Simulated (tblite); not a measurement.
Record of a relaxation.

C₅H₄F₂O.
SMILES with atom numbers: `[CH2:1]=[CH:2]/[C:3](=[CH:4]\[F:5])[C:6](=[O:7])[F:8]` (hydrogens: H9, H10 on C1; H11 on C2; H12 on C4)

Computed with GFN2-xTB (tblite), gas phase: L-BFGS steps from a force-field or distance-geometry start until the largest atomic force falls under 0.01 eV/Å. 14 of its 27 geometries are shown.

Step 0: E = -713.0378 eV, largest atomic force 5.039 eV/Å
```
atom  x, y, z in Å  |  force x, y, z in eV/Å
C1      1.482   -0.810   -1.036    0.263  -0.071  -0.268
C2      0.784    0.256   -0.659    0.661  -1.170  -0.161
C3     -0.345    0.226    0.245   -0.301   0.979  -0.137
C4     -0.923    1.403    0.512   -0.587   1.130   0.428
F5     -0.463    2.574    0.007   -0.544  -0.928   0.511
C6     -0.933   -0.950    0.847    1.668  -4.732  -0.463
O7     -0.517   -2.117    0.689   -1.532   3.730   0.605
F8     -2.002   -0.790    1.672    0.430   0.360  -0.426
H9      1.274   -1.825   -0.735   -0.059   0.175   0.042
H10     2.316   -0.660   -1.708   -0.033  -0.171   0.048
H11     1.115    1.205   -1.039   -0.302   0.303   0.154
H12    -1.788    1.489    1.179    0.336   0.396  -0.333
```

Step 2: E = -713.2755 eV, largest atomic force 1.207 eV/Å
```
atom  x, y, z in Å  |  force x, y, z in eV/Å
C1      1.490   -0.816   -1.042    0.163  -0.260  -0.132
C2      0.793    0.239   -0.660    0.060  -0.055   0.082
C3     -0.353    0.243    0.244   -0.099   0.083  -0.077
C4     -0.932    1.419    0.520   -0.157   0.025   0.197
F5     -0.473    2.559    0.016   -0.262  -0.029   0.181
C6     -0.915   -0.981    0.841    0.671  -0.956  -0.305
O7     -0.528   -2.101    0.694   -0.395   0.747   0.175
F8     -1.995   -0.783    1.665    0.290   0.276  -0.285
H9      1.274   -1.822   -0.734   -0.027  -0.030   0.038
H10     2.316   -0.664   -1.708    0.184  -0.156  -0.122
H11     1.109    1.209   -1.035   -0.276  -0.053   0.195
H12    -1.783    1.498    1.174   -0.151   0.407   0.053
```

Step 4: E = -713.3236 eV, largest atomic force 0.893 eV/Å
```
atom  x, y, z in Å  |  force x, y, z in eV/Å
C1      1.496   -0.824   -1.048    0.172  -0.242  -0.097
C2      0.800    0.228   -0.657   -0.168   0.272   0.085
C3     -0.358    0.246    0.239    0.119  -0.064  -0.056
C4     -0.942    1.419    0.532    0.037  -0.201   0.005
F5     -0.489    2.558    0.028   -0.136   0.131   0.077
C6     -0.890   -0.993    0.828   -0.227   0.748   0.033
O7     -0.535   -2.101    0.699    0.315  -0.827  -0.121
F8     -1.978   -0.765    1.648    0.148   0.211  -0.136
H9      1.272   -1.825   -0.732    0.023  -0.036  -0.013
H10     2.327   -0.674   -1.715    0.040  -0.160  -0.008
H11     1.092    1.208   -1.024   -0.118  -0.055   0.101
H12    -1.793    1.522    1.177   -0.205   0.224   0.131
```

Step 6: E = -713.3441 eV, largest atomic force 0.203 eV/Å
```
atom  x, y, z in Å  |  force x, y, z in eV/Å
C1      1.502   -0.831   -1.053   -0.044   0.072   0.049
C2      0.802    0.225   -0.655    0.011  -0.004  -0.076
C3     -0.355    0.246    0.234    0.092  -0.058   0.031
C4     -0.949    1.415    0.541   -0.022  -0.020  -0.015
F5     -0.505    2.562    0.038   -0.074   0.035   0.055
C6     -0.878   -0.993    0.819   -0.162   0.092   0.039
O7     -0.534   -2.114    0.699    0.149  -0.115  -0.077
F8     -1.961   -0.745    1.631    0.008   0.089  -0.003
H9      1.272   -1.830   -0.731    0.037  -0.028  -0.031
H10     2.336   -0.688   -1.720   -0.033  -0.128   0.043
H11     1.078    1.206   -1.014    0.037   0.069  -0.023
H12    -1.806    1.547    1.184    0.000  -0.004   0.009
```

Step 8: E = -713.3470 eV, largest atomic force 0.150 eV/Å
```
atom  x, y, z in Å  |  force x, y, z in eV/Å
C1      1.501   -0.830   -1.052    0.003  -0.032   0.009
C2      0.802    0.226   -0.658   -0.017   0.052  -0.011
C3     -0.352    0.245    0.235    0.006   0.003   0.010
C4     -0.950    1.412    0.541   -0.028   0.027   0.006
F5     -0.511    2.564    0.042   -0.051  -0.006   0.041
C6     -0.882   -0.993    0.819    0.068  -0.098  -0.037
O7     -0.529   -2.115    0.696   -0.025   0.148  -0.003
F8     -1.959   -0.739    1.629   -0.024   0.005   0.015
H9      1.274   -1.832   -0.732    0.011   0.001  -0.010
H10     2.336   -0.696   -1.719   -0.009  -0.085   0.017
H11     1.078    1.209   -1.013    0.034   0.036  -0.026
H12    -1.808    1.549    1.185    0.032  -0.051  -0.012
```

Step 10: E = -713.3483 eV, largest atomic force 0.076 eV/Å
```
atom  x, y, z in Å  |  force x, y, z in eV/Å
C1      1.500   -0.831   -1.050    0.001  -0.020  -0.008
C2      0.802    0.229   -0.660    0.013   0.022   0.015
C3     -0.350    0.245    0.236    0.000   0.027  -0.046
C4     -0.951    1.411    0.541   -0.017   0.037   0.019
F5     -0.517    2.565    0.047   -0.020   0.013   0.009
C6     -0.881   -0.993    0.817    0.059   0.047  -0.009
O7     -0.525   -2.113    0.694   -0.038   0.027   0.010
F8     -1.959   -0.736    1.629    0.008  -0.044  -0.012
H9      1.275   -1.833   -0.733   -0.027   0.003   0.024
H10     2.335   -0.705   -1.717    0.014  -0.037  -0.007
H11     1.080    1.213   -1.015    0.015  -0.013  -0.015
H12    -1.807    1.547    1.186   -0.011  -0.062   0.019
```

Step 12: E = -713.3497 eV, largest atomic force 0.130 eV/Å
```
atom  x, y, z in Å  |  force x, y, z in eV/Å
C1      1.499   -0.831   -1.049   -0.002   0.007  -0.011
C2      0.804    0.232   -0.662    0.045  -0.033  -0.002
C3     -0.349    0.249    0.234    0.021   0.006  -0.042
C4     -0.954    1.411    0.542    0.000   0.028   0.013
F5     -0.525    2.568    0.052   -0.004   0.050  -0.011
C6     -0.877   -0.989    0.815   -0.051   0.116   0.030
O7     -0.525   -2.108    0.692    0.032  -0.098  -0.014
F8     -1.958   -0.735    1.628    0.039  -0.019  -0.030
H9      1.274   -1.834   -0.732   -0.058   0.010   0.047
H10     2.336   -0.718   -1.716    0.012   0.011  -0.010
H11     1.084    1.216   -1.018    0.012  -0.031  -0.011
H12    -1.808    1.540    1.188   -0.045  -0.047   0.041
```

Step 14: E = -713.3512 eV, largest atomic force 0.085 eV/Å
```
atom  x, y, z in Å  |  force x, y, z in eV/Å
C1      1.498   -0.834   -1.048    0.006  -0.006  -0.005
C2      0.808    0.235   -0.664    0.017  -0.035  -0.011
C3     -0.346    0.255    0.230    0.016  -0.015   0.014
C4     -0.956    1.414    0.544    0.010   0.005  -0.003
F5     -0.535    2.575    0.058   -0.018   0.036   0.002
C6     -0.873   -0.983    0.813   -0.056  -0.010  -0.006
O7     -0.524   -2.104    0.689    0.059  -0.034  -0.023
F8     -1.955   -0.736    1.624    0.016   0.035  -0.005
H9      1.268   -1.834   -0.728   -0.067   0.021   0.048
H10     2.337   -0.733   -1.715    0.001   0.043  -0.006
H11     1.090    1.217   -1.022    0.020  -0.026  -0.013
H12    -1.812    1.527    1.193   -0.006  -0.014   0.007
```

Step 16: E = -713.3521 eV, largest atomic force 0.088 eV/Å
```
atom  x, y, z in Å  |  force x, y, z in eV/Å
C1      1.498   -0.836   -1.048    0.000  -0.015   0.009
C2      0.812    0.235   -0.666   -0.026   0.008   0.002
C3     -0.344    0.258    0.228    0.001  -0.008   0.024
C4     -0.957    1.415    0.545    0.008  -0.017  -0.008
F5     -0.542    2.581    0.062   -0.027  -0.014   0.023
C6     -0.872   -0.981    0.811    0.033  -0.071  -0.040
O7     -0.520   -2.102    0.686    0.011   0.054  -0.007
F8     -1.952   -0.735    1.622   -0.012   0.025   0.011
H9      1.260   -1.832   -0.721   -0.036   0.015   0.024
H10     2.338   -0.739   -1.715   -0.010   0.028   0.004
H11     1.094    1.216   -1.026    0.020  -0.015  -0.009
H12    -1.814    1.519    1.197    0.039   0.010  -0.031
```

Step 18: E = -713.3526 eV, largest atomic force 0.036 eV/Å
```
atom  x, y, z in Å  |  force x, y, z in eV/Å
C1      1.498   -0.837   -1.048   -0.013   0.001   0.013
C2      0.813    0.234   -0.667   -0.013   0.015   0.002
C3     -0.343    0.259    0.228    0.002  -0.001  -0.008
C4     -0.956    1.415    0.545    0.001  -0.015  -0.003
F5     -0.547    2.584    0.065   -0.006  -0.020   0.011
C6     -0.872   -0.981    0.809    0.036  -0.002  -0.005
O7     -0.517   -2.101    0.684   -0.012   0.014   0.000
F8     -1.951   -0.733    1.621    0.005  -0.010  -0.008
H9      1.254   -1.831   -0.717   -0.006   0.003   0.003
H10     2.338   -0.740   -1.715   -0.020   0.004   0.014
H11     1.098    1.214   -1.028    0.008  -0.002  -0.003
H12    -1.813    1.515    1.197    0.017   0.012  -0.015
```

Step 20: E = -713.3528 eV, largest atomic force 0.023 eV/Å
```
atom  x, y, z in Å  |  force x, y, z in eV/Å
C1      1.497   -0.837   -1.047   -0.010   0.005   0.007
C2      0.812    0.235   -0.667    0.006   0.003  -0.004
C3     -0.342    0.259    0.228    0.003   0.000  -0.009
C4     -0.956    1.415    0.545   -0.002   0.000   0.001
F5     -0.549    2.584    0.066    0.010  -0.001  -0.006
C6     -0.870   -0.981    0.808    0.000   0.015   0.010
O7     -0.516   -2.100    0.683    0.003  -0.022  -0.004
F8     -1.950   -0.733    1.621    0.013  -0.009  -0.012
H9      1.252   -1.830   -0.715   -0.004  -0.002   0.003
H10     2.337   -0.741   -1.714   -0.012  -0.001   0.010
H11     1.099    1.214   -1.030    0.002   0.008  -0.003
H12    -1.812    1.514    1.196   -0.009   0.005   0.006
```

Step 22: E = -713.3528 eV, largest atomic force 0.015 eV/Å
```
atom  x, y, z in Å  |  force x, y, z in eV/Å
C1      1.496   -0.837   -1.046   -0.003  -0.001   0.000
C2      0.812    0.236   -0.668    0.002   0.003  -0.001
C3     -0.342    0.260    0.227   -0.003   0.002   0.005
C4     -0.957    1.414    0.545   -0.003   0.007   0.002
F5     -0.549    2.583    0.067    0.011   0.003  -0.009
C6     -0.869   -0.980    0.808   -0.004  -0.010  -0.004
O7     -0.516   -2.101    0.683    0.010  -0.008  -0.003
F8     -1.949   -0.733    1.619    0.003  -0.001   0.000
H9      1.250   -1.830   -0.714   -0.006  -0.002   0.004
H10     2.335   -0.741   -1.713    0.001  -0.003   0.001
H11     1.100    1.214   -1.030    0.000   0.009  -0.002
H12    -1.812    1.514    1.197   -0.008   0.002   0.006
```

Step 24: E = -713.3529 eV, largest atomic force 0.017 eV/Å
```
atom  x, y, z in Å  |  force x, y, z in eV/Å
C1      1.495   -0.837   -1.046    0.001   0.000  -0.002
C2      0.813    0.237   -0.668   -0.005   0.004   0.004
C3     -0.342    0.260    0.227   -0.004   0.002   0.007
C4     -0.957    1.415    0.545   -0.001   0.003   0.001
F5     -0.549    2.583    0.066    0.003  -0.003  -0.003
C6     -0.868   -0.981    0.807    0.003  -0.012  -0.011
O7     -0.515   -2.101    0.682    0.005   0.009  -0.001
F8     -1.948   -0.734    1.619   -0.004  -0.003   0.006
H9      1.249   -1.830   -0.713   -0.004   0.003   0.002
H10     2.334   -0.741   -1.712    0.005  -0.007  -0.002
H11     1.101    1.215   -1.031   -0.002   0.001   0.001
H12    -1.813    1.515    1.197    0.002   0.003  -0.002
```

Step 26: E = -713.3529 eV, largest atomic force 0.008 eV/Å
```
atom  x, y, z in Å  |  force x, y, z in eV/Å
C1      1.495   -0.837   -1.045    0.001   0.003  -0.001
C2      0.812    0.237   -0.668   -0.002  -0.001   0.002
C3     -0.342    0.260    0.227   -0.001  -0.001  -0.001
C4     -0.957    1.415    0.545    0.002  -0.002   0.000
F5     -0.548    2.583    0.066   -0.001  -0.003   0.001
C6     -0.868   -0.982    0.807    0.000   0.006   0.000
O7     -0.514   -2.102    0.682    0.003   0.005  -0.003
F8     -1.948   -0.734    1.619    0.000  -0.008   0.001
H9      1.248   -1.829   -0.713   -0.002   0.007   0.001
H10     2.334   -0.742   -1.712    0.002  -0.007   0.000
H11     1.101    1.215   -1.031   -0.005  -0.004   0.004
H12    -1.813    1.515    1.197    0.003   0.005  -0.004
```

Q: Summarise the path.

A: The energy falls by 30.40 kJ/mol from step 0 to step 26; nine tenths of that is first reached at step 4. It falls at every step. The largest force goes from 5.039 to 0.008 eV/Å. Among the bonds C6=O7 changes most, from 1.249 to 1.181 Å; the atoms move by 0.060 Å rms after alignment.

Q: Follow the three bonds and two angles with the largest change from start to end.

A: 
| step | E above end (kJ/mol) | largest force (eV/Å) | C6=O7 (Å) | C4–F5 (Å) | C3–C6 (Å) | C3–C6–F8 (°) | C3–C6–O7 (°) |
| --- | --- | --- | --- | --- | --- | --- | --- |
| 0 | 30.40 | 5.039 | 1.249 | 1.355 | 1.446 | 118.5 | 124.9 |
| 1 | 27.22 | 6.767 | 1.118 | 1.329 | 1.501 | 112.9 | 127.6 |
| 2 | 7.47 | 1.207 | 1.194 | 1.329 | 1.474 | 115.1 | 127.2 |
| 3 | 5.45 | 0.491 | 1.185 | 1.327 | 1.474 | 114.3 | 128.1 |
| 5 | 1.56 | 0.706 | 1.173 | 1.326 | 1.469 | 111.8 | 130.8 |
| 6 | 0.85 | 0.203 | 1.179 | 1.328 | 1.466 | 111.4 | 131.1 |
| 7 | 0.68 | 0.115 | 1.182 | 1.329 | 1.467 | 111.3 | 130.9 |
| 8 | 0.57 | 0.150 | 1.183 | 1.329 | 1.467 | 111.2 | 130.6 |
| 9 | 0.50 | 0.116 | 1.182 | 1.329 | 1.467 | 111.2 | 130.5 |
| 10 | 0.44 | 0.076 | 1.181 | 1.328 | 1.467 | 111.1 | 130.5 |
| 11 | 0.38 | 0.105 | 1.180 | 1.328 | 1.467 | 111.1 | 130.6 |
| 12 | 0.31 | 0.130 | 1.180 | 1.327 | 1.466 | 111.2 | 130.7 |
| 14 | 0.17 | 0.085 | 1.180 | 1.327 | 1.467 | 111.4 | 130.8 |
| 15 | 0.12 | 0.070 | 1.181 | 1.328 | 1.467 | 111.5 | 130.8 |
| 16 | 0.07 | 0.088 | 1.182 | 1.328 | 1.468 | 111.5 | 130.7 |
| 17 | 0.04 | 0.069 | 1.182 | 1.328 | 1.468 | 111.4 | 130.6 |
| 18 | 0.03 | 0.036 | 1.181 | 1.328 | 1.468 | 111.4 | 130.6 |
| 19 | 0.02 | 0.023 | 1.181 | 1.327 | 1.468 | 111.4 | 130.7 |
| 20 | 0.01 | 0.023 | 1.181 | 1.327 | 1.467 | 111.4 | 130.7 |
| 21 | 0.01 | 0.021 | 1.181 | 1.327 | 1.467 | 111.4 | 130.7 |
| 23 | 0.00 | 0.018 | 1.181 | 1.327 | 1.467 | 111.3 | 130.7 |
| 24 | 0.00 | 0.017 | 1.181 | 1.327 | 1.468 | 111.3 | 130.8 |
| 25 | 0.00 | 0.010 | 1.181 | 1.328 | 1.468 | 111.3 | 130.8 |
| 26 | 0.00 | 0.008 | 1.181 | 1.328 | 1.468 | 111.3 | 130.8 |
